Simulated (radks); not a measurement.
Tl3+, configuration [Xe] 4f14 5d10. Calculated with a radial shooting solver on a logarithmic mesh with Libxc functionals: Dirac Kohn-Sham, exchange-only B88, spin-unpolarised, spherical densities, finite nucleus; Fermi nuclear charge, rms radius 5.4759 fm. Some entries of the table are withheld. Estimate them.

orbital,occ.,eigenvalue (Ry),<r> (bohr)
1s1/2,2,-6281.864,0.01632
2s1/2,2,(1),0.06808
2p1/2,2,-1074.985,0.05588
2p3/2,4,-923.1354,0.06468
3s1/2,2,-268.6982,0.1770
3p1/2,2,-248.6025,0.1674
3p3/2,4,-214.8462,0.1835
3d3/2,4,-181.5165,0.1595
3d5/2,6,-174.3062,0.1644
4s1/2,2,-61.54614,0.3916
4p1/2,2,-52.87081,0.3931
4p3/2,4,-44.66119,0.4275
4d3/2,4,-30.46268,(2)
4d5/2,6,-28.93098,(3)
5s1/2,2,-11.65619,0.8778
4f5/2,6,-10.60096,0.4645
4f7/2,8,-10.26284,0.4710
5p1/2,2,-8.74054,0.9410
5p3/2,4,-7.25005,1.035
5d3/2,4,-3.26326,1.321
5d5/2,6,-3.09446,1.366
6s1/2,0,-2.50873,2.193
6p1/2,0,-1.87938,2.551
6p3/2,0,-1.70493,2.780

Answer. 
(1) 2s1/2 eigenvalue (Ry): -1119.321
(2) 4d3/2 <r> (bohr): 0.4334
(3) 4d5/2 <r> (bohr): 0.4445
